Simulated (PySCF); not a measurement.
ethylene carbonate (C₃H₄O₃), SMILES O=C1OCCO1.

Geometry: B3LYP-D3(BJ)/def2-SVP. One conformer was computed; it need not be the lowest.

Two levels are set side by side: PBE/def2-TZVP (PySCF) and r2SCAN/def2-TZVP (PySCF). Same geometry, gas phase. Differences are taken from unrounded values.

```json
[
 {"quantity": "orbital gap (eV)", "r2SCAN": "7.39", "PBE": "6.72", "PBE minus r2SCAN": "-0.67"},
 {"quantity": "highest occupied level (eV)", "r2SCAN": "-7.34", "PBE": "-6.99", "PBE minus r2SCAN": "0.35"},
 {"quantity": "lowest empty level (eV)", "r2SCAN": "0.05", "PBE": "-0.27", "PBE minus r2SCAN": "-0.32"},
 {"quantity": "dipole moment (D)", "r2SCAN": "5.26", "PBE": "5.10", "PBE minus r2SCAN": "-0.16"},
 {"quantity": "mean polarisability (bohr³)", "r2SCAN": "43.1", "PBE": "44.3", "PBE minus r2SCAN": "1.2"}
]
```

Rough cost on one machine, each run with all the roots and properties that it gave: r2SCAN against PBE about 4 times.
